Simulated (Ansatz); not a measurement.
H2Be, charge -1, doublet, at the geometry of the source list (a state made from the parent by changing its charge; the spin is typed, not shown lowest) (a gas-phase anion, which may not be bound at this level); Ansatz (a quantum-chemistry and plane-wave program) with PBE0/STO-3G.

Ansatz was given this input:
Ansatz 0.2 input:
```yaml
crystal:
  periodic: [false, false, false]
  atoms:
    - {symbol: Be, position_ang: [0.00000000, 0.00000000, 0.00000000]}
    - {symbol: H, position_ang: [0.53390000, -0.70850000, 0.92260000]}
    - {symbol: H, position_ang: [-0.53390000, 0.70850000, -0.92260000]}
basis:
  gaussian:
    orbitals: STO-3G
hamiltonian:
  xc: pbe0
total_charge: -1
magnetization: {spin_polarized: true, initial_magnetization: 1}
```

What the program printed (banner, timings and long lists left out):

```
Functional definition: PBE0
78 factors; integrals over basis functions are off by at most 1.5e-3 eV
mean field evaluation 1: about -421.3333 eV, gradient 4.3e0 eV
mean field evaluation 2: about -421.5490 eV, gradient 1.4e0 eV
mean field evaluation 4: about -421.6402 eV, gradient 3.4e-1 eV
mean field evaluation 8: about -421.6424 eV, gradient 8.5e-6 eV
mean field evaluation 16: about -421.6424 eV, gradient 7.1e-6 eV
mean field -421.64239936 eV, -15.4950723769 hartree, gradient 8.7e-6 eV, S^2 0.755142; 1 other end points of the search recorded, 0 dependent functions left out
reference -421.64241825 eV, -15.4950730711 hartree; 4, 3 occupied and 3, 4 virtual orbitals, 78 factors
Total energy: -421.64241825 eV, -15.4950730711 hartree
```
